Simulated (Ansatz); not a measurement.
Z-matrix (Å, degrees):
```
C
O 1 1.415
H 1 1.091 2 107.5
H 1 1.096 2 111.8 3 119.1
H 1 1.095 2 111.2 3 -118.9
Ge 2 1.752 1 121.1 3 -168.7
S 6 2.208 2 112.6 1 49.7
F 6 1.738 2 107.8 1 -64.7
H 6 1.525 2 106.5 1 177.9
H 7 1.344 6 91.2 2 -109.6
```

Total charge 0; spin multiplicity 1.

Problem. List the PBE/def2-TZVPP orbital energies in eV (Ansatz). (Estimate.)

Solution. Ansatz gave: Occupied: -10805.84, -2396.16, -1339.07, -1192.51, -1192.49, -1192.47, -659.42, -510.64, -270.20, -209.12, -163.80, -155.27, -155.19, -155.03, -115.28, -115.24, -115.18, -31.49, -31.17, -31.05, -31.00, -31.00, -28.38, -25.19, -18.54, -16.97, -13.86, -11.55, -11.25, -11.10, -10.62, -9.93, -9.82, -9.21, -8.31, -7.50, -6.90, -6.66. Lowest empty: -1.24, -0.85, -0.01, 0.18, 0.93, 1.64, 2.40, 2.57.
